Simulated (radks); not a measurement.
Spherical quantum dot in the effective-mass picture: electrons in a parabolic well V = omega^2 r^2 / 2 with omega = 0.348, all in effective atomic units (hartree* = m*/eps^2 hartree, bohr* = eps/m* bohr), one dielectric constant everywhere. Method: non-relativistic Kohn-Sham, LDA (Slater exchange, Perdew-Wang correlation), spin-polarised, spherical densities; computed with a radial shooting solver with Libxc functionals. Levels are named by radial order and angular momentum (1s, 1p, 1d, 2s, ...), and open shells are averaged over m. Results are scaled to m* = 0.534 and eps = 15.7, for which hartree* = 58.95 meV and bohr* = 1.556 nm. Each electron was tried in the lowest free levels, single moves between levels near the top were tried too, and the lowest total energy was kept; such a search can miss a lower state. At N = 1 the Hartree and exchange-correlation terms need not cancel, so that row can carry a self-interaction error.

\begin{tabular}{lrrrrrr}
N & open shells & 2S & E (meV) & addition energy mu(N+1) - mu(N) (meV) & e(HOMO) (meV) & rms radius (nm) \\ \hline
1 & 1s(up 1, down 0) & 1 & 31.6014 & 23.54 & 41.201 & 3.268 \\
2 & none & 0 & 86.7400 & 33.15 & 64.205 & 3.592 \\
3 & 1p(up 1, down 0) & 1 & 175.026 & 15.30 & 95.923 & 4.089 \\
4 & 1p(up 2, down 0) & 2 & 278.610 & 15.15 & 111.21 & 4.401 \\
5 & 1p(up 3, down 0) & 3 & 397.341 & 18.10 & 126.19 & 4.643 \\
6 & 1p(up 3, down 1) & 2 & 534.173 & 13.56 & 143.61 & 4.864 \\
7 & 1p(up 3, down 2) & 1 & 684.563 & 13.44 & 157.14 & 5.055 \\
8 & none & 0 & 848.395 & 24.69 & 170.48 & 5.228 \\
9 & 1d(up 1, down 0) & 1 & 1036.92 & 11.97 & 194.53 & 5.435 \\
10 & 1d(up 2, down 0) & 2 & 1237.41 & 11.83 & 206.43 & 5.617 \\
11 & 1d(up 3, down 0) & 3 & 1449.73 & 11.66 & 218.18 & 5.780 \\
12 & 1d(up 4, down 0) & 4 & 1673.72 & 11.49 & 229.76 & 5.930 \\
13 & 1d(up 5, down 0) & 5 & 1909.19 & 13.91 & 241.17 & 6.070 \\
14 & 1d(up 5, down 1) & 4 & 2158.58 & 10.85 & 254.83 & 6.204 \\
15 & 1d(up 5, down 2) & 3 & 2418.82 & 10.75 & 265.63 & 6.331 \\
16 & 1d(up 5, down 3) & 2 & 2689.80 & 10.64 & 276.32 & 6.450 \\
17 & 1d(up 5, down 4) & 1 & 2971.42 & 10.52 & 286.90 & 6.564 \\
18 & none & 0 & 3263.56 & 12.87 & 297.36 & 6.673 \\
19 & 2s(up 1, down 0) & 1 & 3568.57 & 11.77 & 310.28 & 6.781 \\
20 & none & 0 & 3885.35 & 15.33 & 321.98 & 6.885 \\
21 & 1f(up 1, down 0) & 1 & 4217.46 & 9.641 & 336.94 & 6.996 \\
22 & 1f(up 2, down 0) & 2 & 4559.21 & 9.559 & 346.54 & 7.101 \\
23 & 1f(up 3, down 0) & 3 & 4910.51 & 9.477 & 356.06 & 7.202 \\
24 & 1f(up 4, down 0) & 4 & 5271.29 & 9.394 & 365.49 & 7.299 \\
25 & 1f(up 5, down 0) & 5 & 5641.47 & 9.313 & 374.85 & 7.393 \\
26 & 1f(up 6, down 0) & 6 & 6020.96 & 9.233 & 384.12 & 7.483 \\
27 & 1f(up 7, down 0) & 7 & 6409.68 & - & 393.31 & 7.571 \\
\end{tabular}

All shells are closed at N = 2, 8, 18, 20 (there: 1s2 1p6 1d10 2s2); the second difference of the energy has clear peaks (12 % above both neighbours; the first and last values, which can be the largest, are not judged, and half-filled shells can peak too) at N = 2, 5, 8, 13, 20.
